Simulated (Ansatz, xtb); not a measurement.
## C4H6FNSi: which of two isomers lies lower

We compare I, `NC1=C[Si@@H](F)C=C1`, a singlet, with II, `N[Si]1(F)C=CC=C1`, a singlet. Both are isolated molecules in the gas phase, relaxed with B3LYP-D3(BJ)/def2-SVP; the shapes shown needn't be the lowest conformers.

I (Å):

```
atom    x (Å)    y (Å)    z (Å)
   C  -0.2555  -0.4319  -0.1382
   C   0.1664   0.8129   0.2383
   C   1.9075  -1.2343   0.6179
   C   0.7195  -1.5564   0.0770
   F   2.1185   1.0654   2.4199
   N  -1.4457  -0.7614  -0.7249
  Si   1.8877   0.6362   0.8569
   H  -2.1862  -0.0724  -0.7530
   H  -1.7390  -1.7296  -0.7373
   H  -0.4598   1.6982   0.1180
   H   2.9635   1.3504   0.1167
   H   2.6813  -1.9796   0.8114
   H   0.4269  -2.5724  -0.2162
```

II (Å):

```xyz
13

C     1.1076    0.0030    1.4570
C     2.1934   -0.3680    0.7446
C     2.0066   -0.5906   -0.7201
C     0.7661   -0.4039   -1.2206
F    -0.8652    1.6178    0.0713
N    -1.5739   -1.0148    0.5627
Si   -0.3029    0.0863    0.2328
H    -2.2179   -1.3093   -0.1645
H    -2.0058   -1.0607    1.4801
H     1.1504    0.1863    2.5322
H     3.1865   -0.5149    1.1836
H     2.8663   -0.8964   -1.3266
H     0.5369   -0.5447   -2.2784
```

Quicker runs give these differences E(II) − E(I): GFN2-xTB −1.0 kcal/mol; HF/STO-3G −16.4 kcal/mol (at GFN2-xTB geometries); r2SCAN-D4/def2-SVP −13.6 kcal/mol (at GFN2-xTB geometries).

Problem. Estimate E(II) − E(I) at the level CCSD(T)/def2-SVP + ΔMP2/def2-TZVPP.

Solution. Calculated at CCSD(T)/def2-SVP + ΔMP2/def2-TZVPP: E(II) − E(I) = −20.8 kcal/mol, so structure II lies lower.

How the difference moves with the method:

```tsv
level	geometry	E(II) − E(I) (kcal/mol)	departure from the last row (kcal/mol)	job, with rough time for the two
GFN2-xTB	GFN2-xTB	−1.0	+19.8	optimisation, 0.25 s
HF/STO-3G	GFN2-xTB	−16.4	+4.4	single point, 0.96 s
r2SCAN-D4/def2-SVP	GFN2-xTB	−13.6	+7.3	single point, 5.8 s
B3LYP-D3(BJ)/def2-SVP	B3LYP-D3(BJ)/def2-SVP	−14.7	+6.1	optimisation, 3.7 min
HF/def2-SVP	B3LYP-D3(BJ)/def2-SVP	−17.3	+3.5	part of the CCSD(T) run
MP2/def2-SVP	B3LYP-D3(BJ)/def2-SVP	−16.7	+4.1	part of the CCSD(T) run
CCSD(T)/def2-SVP	B3LYP-D3(BJ)/def2-SVP	−16.8	+4.1	single point
CCSD(T)/def2-SVP + ΔMP2/def2-TZVPP	B3LYP-D3(BJ)/def2-SVP	−20.8		single point, 1.8 min
```

As drawn, II has 1 N–Si, 1 C–H in place of 1 C–N, 1 Si–H.

None of the levels shown reverses the order. The largest departure from CCSD(T)/def2-SVP + ΔMP2/def2-TZVPP is that of GFN2-xTB, 19.8 kcal/mol. The last row adds to CCSD(T) the change of the MP2 difference between the two basis sets, here −4.1 kcal/mol, a large step that makes the value less sure.

With thermal terms from frequencies at re-optimised GFN2-xTB minima (ideal gas, soft modes damped towards free rotors, one conformer each, 298.15 K, 1 atm): the zero-point term adds +0.8 kcal/mol; ΔH is −19.7 and ΔG −20.7 kcal/mol.

The correlated steps freeze 11 core orbitals. Mirror images aren't counted in ΔG. Programs: Ansatz 0.2.0, xtb 6.7.1; the last row on 2 threads of Intel(R) Xeon(R) Platinum 8375C CPU @ 2.90GHz (Ice Lake) on a shared host.
